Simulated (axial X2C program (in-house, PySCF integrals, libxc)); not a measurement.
Worked dissociation energy of Sn₂: CCSD, spin-free

All values were computed with an in-house relativistic program for diatomic molecules. Spin-free means the one-electron spin-free X2C Hamiltonian. Basis: Sn dyall-cv3z [11s12p9d4f1g] (cores contracted in-house); Gaussian nuclei, density fitting, unrestricted open shells. Masses: Sn 119.902 u.

Molecular state: M_S = 1, Λ = 0 (beyond evenly filled blocks: π+α, π-α).

Correlated methods: 8 electrons correlated (number of frozen shells: Sn 4 s, 3 p, 2 d), 320 virtual spin orbitals or spinors in MP2, 90 natural virtuals in coupled cluster.

- E(Sn) (2M_S = 2, M_L = 0): -6173.890008 hartree
- E(Sn₂) at Re: -12347.853765 hartree
- ωe: 195.8 cm⁻¹
- ωexe: 0.302 cm⁻¹

Task: Work out De and D0.

Result: De = -6173.890008 + (-6173.890008) − (-12347.853765) = 0.07375 hartree = 2.007 eV. The zero-point energy is ωe/2 − ωexe/4 = 98 cm⁻¹ = 0.012 eV, so D0 = 1.995 eV.

The state is a single determinant with fixed occupations, the lowest that a limited PBE0 search found. De is counted from the lowest determinant-based energies of the atoms at the same level, without counterpoise correction. CCSD ran in a truncated set of natural virtual spinors with an MP2 remainder; without triples it tends to underbind. PBE0 can misorder states that lie within some tenths of an eV, so this need not be the ground state of the molecule. The nearest other spin-free determinant of the search, M_S = 1, Λ = 1, lies 0.40 eV up at the distance of the search. With the outer-core shells frozen, correlated bond lengths of heavy atoms tend to come out a few hundredths of an ångström too long. Spin-free De lacks the spin–orbit lowering of the heavy p-block atom, a tenth of an eV or more for 4p and 5p, up to an eV for 6p and one to two eV for 7p atoms, less what an open-shell molecule gains itself.

Each atomic determinant is the lowest at this level and need not be a pure term. Totals compare only within one Hamiltonian and basis.
